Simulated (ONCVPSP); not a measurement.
# What one change does to a pseudopotential (phosphorus, ONCV)

ONCVPSP 4.0.1 input, shortened (lines: element, Z, core and valence counts, functional; n l f; lmax; l rc ep ncon nbas qcut; lloc lpopt rc5 dvloc0; l nproj debl; icmod fcfact rcfact), Wu-Cohen, non-relativistic:

```
  P 15.00    1    4  -118130      upf
    1    0    2.00
    2    0    2.00
    2    1    6.00
    3    0    2.00
    3    1    2.75
    1
    0    1.00    0.00    3    7    9.90
    1    0.75    0.00    4    7   14.20
    4    3    0.75    0.00
    0    2    0.60
    1    2    2.70
    3    3.50    1.25
```

Change: s: rc 1.32.

Cutoffs: the cutoffs (Ha) at which the residual kinetic energy of the hardest occupied pseudo-wave falls to 1 and 0.1 mHa per electron; they do not see the model core or the augmentation charge, which bear on the density cutoff. Errors are all-electron minus pseudo energies relative to the spin-unpolarised reference configuration.

**Question.** How do hardness, ghosts and transferability respond?

**Answer.** The potential gets neither clearly harder nor softer (211 Ha and 273 Ha → 211 Ha and 273 Ha); of the 4 tests that both files solve, the error grows in 0 and shrinks in 1 by more than 15 % and 0.3 meV (median size 1.2 → 1.3 meV); neither file shows a bound ghost.

| quantity | base | changed |
| --- | --- | --- |
| cutoff, loose | 211 Ha | 211 Ha |
| cutoff, tight | 273 Ha | 273 Ha |
| loose cutoff by channel | s 36 Ha, p 211 Ha | s 32 Ha, p 211 Ha |
| bound ghosts | none | none |
| GHOST(+) flags under 300 eV | none | none |
| error for 2s2 2p6 3s2 3p3, meV [ΔE -1.62 eV] | 0.0 | 0.0 |
| error for 2s2 2p6 3s2 3p2, meV [ΔE 8.10 eV] | +0.2 | +0.2 |
| error for 2s2 2p6 3s2 3p1, meV [ΔE 27.25 eV] | +2.3 | +2.4 |
| error for 2s1 2p6 3s2 3p3, meV [ΔE 185.68 eV] | -476 | -202 |
| p: phases at 0.76 bohr within 0.05 rad from the reference energy up to (Ha; the scan ends near 5) | to the end of the scan | to the end of the scan |
| rms error of d²Exc/dni dnj with the model core, mHa | 1.99 | 2.04 |
